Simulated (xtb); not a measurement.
Cl4Ti, triplet, at a GFN2-xTB geometry (such geometries of metal compounds can be far from the true shape) (the multiplicity is a formal guess), atoms displaced at random by about 0.1 Å a coordinate; GFN2-xTB in xtb.

The xtb input:
```
$ xtb mol.xyz --gfn 2 --uhf 2 --opt sloppy --json

# file mol.xyz
5

Ti    -0.07639206    -0.03684181     0.00212843
Cl     1.65242436    -0.48382987    -1.33870404
Cl     0.76896125     0.47598826     2.22857870
Cl    -1.09662331     1.91453310    -0.81043216
Cl    -1.45541418    -1.57301175     0.11988389
```

It wrote (shortened):

```
   ID    Z sym.   atoms
    1   22 Ti     1
    2   17 Cl     2-5

           -------------------------------------------------
          |                Calculation Setup                |
           -------------------------------------------------

           -------------------------------------------------
          |                 G F N 2 - x T B                 |
           -------------------------------------------------

          ...................................................
          :                      SETUP                      :
          :.................................................:
          :  # basis functions                  50          :
          :  # atomic orbitals                  45          :
          :  # shells                           15          :
          :  # electrons                        32          :
          :  max. iterations                   250          :
          :  Hamiltonian                  GFN2-xTB          :
          :  restarted?                      false          :
          :  GBSA solvation                  false          :
          :  PC potential                    false          :
          :  electronic temp.          300.0000000     K    :
          :  accuracy                    1.0000000          :
          :  -> integral cutoff          0.2500000E+02      :
          :  -> integral neglect         0.1000000E-07      :
          :  -> SCF convergence          0.1000000E-05 Eh   :
          :  -> wf. convergence          0.1000000E-03 e    :
          :  Broyden damping             0.4000000          :
          :  net charge                          0          :
          :  unpaired electrons                  2          :
          ...................................................

 iter      E             dE          RMSdq      gap      omega  full diag
   1    -19.8967062 -0.198967E+02  0.474E+00    0.06       0.0  T
   2    -19.9098577 -0.131514E-01  0.438E+00    0.05       1.0  T
   3    -19.9277794 -0.179217E-01  0.339E+00    0.03       1.0  T
   4    -19.9081434  0.196360E-01  0.363E+00    0.04       1.0  T
   5    -19.9410094 -0.328659E-01  0.208E+00    0.04       1.0  T
   6    -19.9457610 -0.475168E-02  0.136E+00    0.04       1.0  T
   7    -19.9483547 -0.259367E-02  0.647E-01    0.04       1.0  T
   8    -19.9477967  0.558014E-03  0.722E-01    0.04       1.0  T
   9    -19.9485042 -0.707509E-03  0.525E-01    0.04       1.0  T
  10    -19.9493865 -0.882256E-03  0.109E-01    0.04       1.0  T
  11    -19.9493842  0.231794E-05  0.810E-02    0.04       1.0  T
  12    -19.9493903 -0.612767E-05  0.614E-02    0.04       1.0  T
  13    -19.9493913 -0.104305E-05  0.471E-02    0.04       1.0  T
  14    -19.9493922 -0.837665E-06  0.445E-02    0.04       1.0  T
  15    -19.9493964 -0.425075E-05  0.220E-02    0.04       2.0  T
  16    -19.9493977 -0.132854E-05  0.100E-02    0.04       4.5  T
  17    -19.9493979 -0.118118E-06  0.709E-03    0.04       6.3  T
  18    -19.9493979 -0.820334E-07  0.141E-03    0.04      31.6  T
  19    -19.9493979  0.516695E-08  0.139E-03    0.04      32.3  T
  20    -19.9493979 -0.638466E-08  0.240E-04    0.04     186.6  T
  21    -19.9493979  0.117808E-10  0.245E-04    0.04     182.6  T

   *** convergence criteria satisfied after 21 iterations ***

 transition dipole moment (au) for excitation:          16          17
     X       Y       Z
  -0.1902   0.1399  -0.3264  total (au/Debye):    0.403   1.024
 dE (eV)             :    3.272
 oscillator strength :  0.18394E-01

         :::::::::::::::::::::::::::::::::::::::::::::::::::::
         ::                     SUMMARY                     ::
         :::::::::::::::::::::::::::::::::::::::::::::::::::::
         :: total energy             -19.927297937336 Eh    ::
         :: gradient norm              0.050463752468 Eh/a0 ::
         :: HOMO-LUMO gap              0.039780730149 eV    ::
         ::.................................................::
[...]
 * total energy  :   -19.9272979 Eh     change       -0.1830145E-09 Eh
 * total energy  :   -19.9371364 Eh     change       -0.9838444E-02 Eh
 * total energy  :   -19.9374821 Eh     change       -0.3456709E-03 Eh
 * total energy  :   -19.9375805 Eh     change       -0.9845130E-04 Eh
   *** GEOMETRY OPTIMIZATION CONVERGED AFTER 4 ITERATIONS ***
         :: total energy             -19.937580503376 Eh    ::
[...]
         7        2.0000           -0.4834136             -13.1544
         8        2.0000           -0.4832747             -13.1506
         9        1.9996           -0.4688026             -12.7568
        10        1.9995           -0.4685165             -12.7490
        11        1.9981           -0.4672774             -12.7153
        12        1.9980           -0.4672317             -12.7140
        13        1.9980           -0.4671899             -12.7129
        14        1.6794           -0.4620194             -12.5722
        15        1.6697           -0.4619772             -12.5710
        16        1.6576           -0.4619260             -12.5696
        17        0.5341           -0.3346140              -9.1053 (HOMO)
        18        0.4659           -0.3343546              -9.0983 (LUMO)
        19                         -0.3093626              -8.4182
        20                         -0.3085211              -8.3953
        21                         -0.3077556              -8.3745
        22                         -0.0305987              -0.8326
        23                         -0.0072008              -0.1959
        24                         -0.0071759              -0.1953
        25                         -0.0071677              -0.1950
        26                         -0.0067219              -0.1829
        27                         -0.0066659              -0.1814
        28                         -0.0065743              -0.1789
       ...                                ...                  ...
        45                          0.7545999              20.5337
      -------------------------------------------------------------
                  HL-Gap            0.0002594 Eh            0.0071 eV
             Fermi-level           -0.3978951 Eh          -10.8273 eV

     #   Z          covCN         q      C6AA      α(0)
     1  22 Ti       3.035     0.601   108.043    25.382
     2  17 Cl       0.759    -0.149   103.622    15.571
     3  17 Cl       0.759    -0.151   103.690    15.576
     4  17 Cl       0.759    -0.149   103.617    15.571
     5  17 Cl       0.759    -0.152   103.706    15.577

 Mol. C6AA /au·bohr⁶  :       2520.098751
 Mol. C8AA /au·bohr⁸  :     135024.775946
 Mol. α(0) /au        :         87.678116

Wiberg/Mayer (AO) data.
largest (>0.10) Wiberg bond orders for each atom

 ---------------------------------------------------------------------------
     #   Z sym  total        # sym  WBO       # sym  WBO       # sym  WBO
 ---------------------------------------------------------------------------
     1  22 Ti   3.783 --     5 Cl   0.948     4 Cl   0.948     2 Cl   0.945
                             3 Cl   0.942
     2  17 Cl   1.117 --     1 Ti   0.945
     3  17 Cl   1.112 --     1 Ti   0.942
     4  17 Cl   1.120 --     1 Ti   0.948
     5  17 Cl   1.118 --     1 Ti   0.948
 ---------------------------------------------------------------------------

Topologies differ in total number of bonds
Writing topology from bond orders to xtbtopo.mol

molecular dipole:
                 x           y           z       tot (Debye)
 q only:        0.001      -0.001       0.003
   full:       -0.002      -0.011       0.018       0.054
molecular quadrupole (traceless):
                xx          xy          yy          xz          yz          zz
 q only:        0.019      -0.102       0.067      -0.017       0.051      -0.086
  q+dip:        0.017      -0.080       0.073      -0.004       0.079      -0.090
   full:        0.025      -0.102       0.086      -0.014       0.072      -0.111

optimized geometry written to: xtbopt.xyz

           -------------------------------------------------
          | TOTAL ENERGY              -19.937580503376 Eh   |
          | GRADIENT NORM               0.001176696890 Eh/α |
          | HOMO-LUMO GAP               0.007059129765 eV   |
           -------------------------------------------------

normal termination of xtb
```
